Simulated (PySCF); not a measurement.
**Static response to an electric field**

Compound: C4HF6P.
Numbering: `[F:1][C:2]([F:3])=[C:4]([F:5])/[P:6]=[CH:7]/[C:8]([F:9])([F:10])[F:11]` (hydrogens: H12 on C7)

Structure used (GFN2-xTB), in Å, numbered top down from 1:
```
atom  x, y, z in Å
F1     3.070   -0.228   -1.506
C2     2.831   -0.394   -0.216
F3     3.935   -0.671    0.442
C4     1.600   -0.281    0.287
F5     1.422   -0.461    1.606
P6     0.174    0.112   -0.792
C7    -1.023    0.115    0.378
C8    -2.419    0.397   -0.039
F9    -2.505    0.622   -1.362
F10   -2.936    1.478    0.569
F11   -3.257   -0.619    0.232
H12   -0.890   -0.072    1.433
```

Level: wB97X-D/def2-SVPD (PySCF), static field, nuclei fixed, core orbitals frozen in the response. The polarisability tensor in these axes (au):

```
x   122.11  -8.99  -9.83
y    -8.99  56.19  -0.90
z    -9.83  -0.90  70.15
```

Task: Diagonalise the tensor; give its mean and Δα, where Δα² is half the sum of the squared differences of the eigenvalues.

Result: Principal values 54.64, 68.80 and 125.01 au; mean 82.82 au = 12.27 Å³ = 13.65 × 10⁻⁴⁰ C²·m²/J; Δα = 64.46 au (78 % of the mean).

Task: What is the dipole moment, and where does it point?

Result: (2.06, -0.36, 0.27) D, 2.11 D in size, pointing from the negative to the positive side. Measured along this direction, the outermost atoms are F10 and F11 at the negative end and F3 at the positive end.

Task: Rayleigh depolarisation ratio (linearly polarised light, static tensor)?

Result: ρ = 3Δα²/(45ᾱ² + 4Δα²) = 12466.9/(308631 + 16622.5) = 0.0383.

Task: Traceless (Buckingham) quadrupole moment about the centre of nuclear charge: eigenvalues?

Result: -6.94, 2.63, 4.31 D·Å. The values depend on the origin, since the dipole doesn't vanish. The electronic extent ⟨r²⟩ about the same centre is 2621 bohr², a root-mean-square distance of 2.79 Å for the 94 electrons.

Task: How large is μ²/3kT at 250 K beside α?

Result: In Gaussian units μ²/3kT = 43.09 Å³ against 12.27 Å³, a ratio of 3.51; the Debye molar polarisation (4π/3)N_A(α + μ²/3kT) is 139.6 cm³/mol, leaving out the vibrational part.

Task: What molar refraction does this α imply?

Result: Lorentz–Lorenz: R = (4π/3)N_A α = 2.5225 cm³/(mol·Å³) × 12.27 Å³ = 31.0 cm³/mol, in the limit of long wavelengths.

Task: What would n − 1 = 2πNα be for an ideal gas of these molecules at 500 K and 1 atm, electronic part alone?

Result: N = p/kT = 1.4678 × 10¹⁹ cm⁻³, so n − 1 = 2π × N × 12.27 × 10⁻²⁴ cm³ = 1132 × 10⁻⁶ at long wavelengths, for an ideal gas.

The structure is a single GFN2-xTB conformer in the gas phase; no vibrational or solvent corrections.
